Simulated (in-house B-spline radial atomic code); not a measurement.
A fraction x of an electron is moved 5s → 5p in Sb²⁺, starting from [Kr] 4d10 5s2 5p1 and keeping the highest spin. Computed with an all-electron radial atomic-structure program (B-spline basis): non-relativistic LDA exchange-only, spin-polarised, spherical fractional occupations, point nucleus.

| x | E(x) - E(0) (eV) | 5s down level (eV) | 5p up level (eV) |
| --- | --- | --- | --- |
| 0 | 0.0000 | -26.630 | -19.663 |
| 0.125 | 0.8537 | -26.537 | -19.845 |
| 0.25 | 1.6725 | -26.431 | -20.022 |
| 0.375 | 2.4553 | -26.309 | -20.195 |
| 0.5 | 3.2006 | -26.169 | -20.362 |
| 0.625 | ? | ? | ? |
| 0.75 | ? | ? | ? |
| 0.875 | 5.1860 | -25.570 | -20.842 |
| 1 | 5.7478 | - | -20.996 |

What belongs in the row x = 0.625?

An energy change of 3.9063 eV; 5s down at -26.006 eV, 5p up at -20.526 eV.

What belongs in the row x = 0.75?

An energy change of 4.5695 eV; 5s down at -25.812 eV, 5p up at -20.686 eV.

Check Janak's theorem between x = 0.125 and 0.25.

The slope of the energy is 6.55 eV; the orbital levels give 6.55 eV (ε of the receiving orbital less ε of the emptying one, averaged over the two points).
